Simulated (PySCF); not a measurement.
C2H8ClSi4: g tensor and hyperfine couplings

Compound: C2H8ClSi4 (doublet state).
Cartesian coordinates in Å at the GFN2-xTB level; atoms count from 1:
```xyz
15
C2H8ClSi4 angstrom
C      3.2158    0.0943   -0.9150
C      2.2730   -0.2051   -0.0730
Si     0.6478   -0.7773    0.4467
Si    -1.2169   -1.0056   -1.0852
Si    -2.3566    0.7390    0.0258
Si    -0.5871    0.9241    1.5777
Cl    -1.1872    0.3264    3.4584
H      3.1670   -0.1135   -1.9824
H      4.1413    0.5658   -0.6026
H      0.9163   -2.0032    1.2182
H     -0.8737   -0.7777   -2.4964
H     -1.8499   -2.3336   -1.1447
H     -3.7033    0.4142    0.5140
H     -2.5891    1.9189   -0.8194
H     -0.0019    2.2412    1.8560
```

The hyperfine couplings belong to this conformer and change with its torsions.

Identity: `C=[C][Si@@H]1[SiH2][SiH2][Si@H]1Cl` [radical].

Theory: UKS B3LYP, pcH-1 on C Cl H Si, non-relativistic, mean-field spin-orbit, GIAO (PySCF 2.14.0). Geometry: GFN2-xTB, one conformer, isolated molecule. A GFN2-xTB geometry isn't a minimum of the functional, and hyperfine couplings can be far from their values at a DFT geometry. No stability test was run, so a lower SCF solution isn't excluded.

```json
{
 "g1, g2, g3": "2.00181, 2.00222, 2.00320",
 "g_iso": "2.00241",
 "Form of g": "rhombic: the two nearest values differ by 29 % of g3 − g1",
 "⟨S²⟩": "0.7594 (exact 0.7500)",
 "HOMO–LUMO gap, α and β orbitals": "3.89, 4.33 eV"
}
```

Isotropic coupling and dipolar principal values T1 to T3, in MHz; ρ(0) is the spin density at the nucleus:

```tsv
atom	isotope	a_iso	of which spin–orbit	T1	T2	T3	Mulliken spin population	ρ(0) (bohr⁻³)
C1	13C	-41.3	0.0	-15.2	3.5	11.8	-0.17	-0.0368
C2	13C	146.4	-0.1	-73.8	-57.1	130.9	0.92	0.1303
Si3	29Si	13.5	-0.1	-7.8	-1.7	9.4	-0.05	-0.0153
Si4	29Si	-85.6	0.2	-25.1	12.1	12.9	0.11	0.0966
Si5	29Si	0.0	0.0	-3.7	1.7	2.0	0.02	0.0001
Si6	29Si	-39.6	0.0	-5.5	2.5	3.0	0.02	0.0446
Cl7	35Cl	-0.1	0.0	-0.3	-0.2	0.5	0.00	-0.0002
H8	1H	173.8	0.0	-4.3	-2.1	6.5	0.08	0.0389
H9	1H	143.3	0.0	-5.3	-3.9	9.2	0.06	0.0321
H10	1H	9.1	0.0	-3.9	-2.5	6.3	0.00	0.0020
H11	1H	-5.8	0.0	-2.1	-0.5	2.6	0.00	-0.0013
H12	1H	12.0	0.0	-2.0	-0.1	2.1	0.01	0.0027
H13	1H	-1.2	0.0	-0.7	-0.2	0.9	0.00	-0.0003
H14	1H	0.1	0.0	-0.5	-0.3	0.8	0.00	0.0000
H15	1H	2.0	0.0	-1.5	-1.0	2.5	0.00	0.0004
```

The largest Mulliken spin populations are on C2 (+0.92), C1 (-0.17), Si4 (+0.11) and H8 (+0.08). C2 is the only atom above +0.15. The positive populations add up to 1.22 and the negative ones to -0.22, together 2S = 1.

Axes: g1 points within 12° of the C1–C2 bond and g2 points within 10° of the Si3–Si4 bond.

Under fast tumbling the dipolar parts average out, and these isotropic splittings remain (the largest six): 1 × 1H (H8, I = 1/2, 2 lines) with 6.20 mT, 1 × 1H (H9, I = 1/2, 2 lines) with 5.11 mT, 1 × 1H (H12, I = 1/2, 2 lines) with 0.43 mT, 1 × 1H (H10, I = 1/2, 2 lines) with 0.32 mT, 1 × 1H (H11, I = 1/2, 2 lines) with 0.21 mT and 1 × 1H (H15, I = 1/2, 2 lines) with 0.07 mT.

The 29Si coupling of Si4 (-85.6 MHz) shows only in satellite lines or after enrichment, since that isotope makes up about 4.7 % of natural silicon.

The 13C coupling of C2 (146.4 MHz) shows only in satellite lines or after enrichment, since that isotope makes up about 1.07 % of natural carbon.
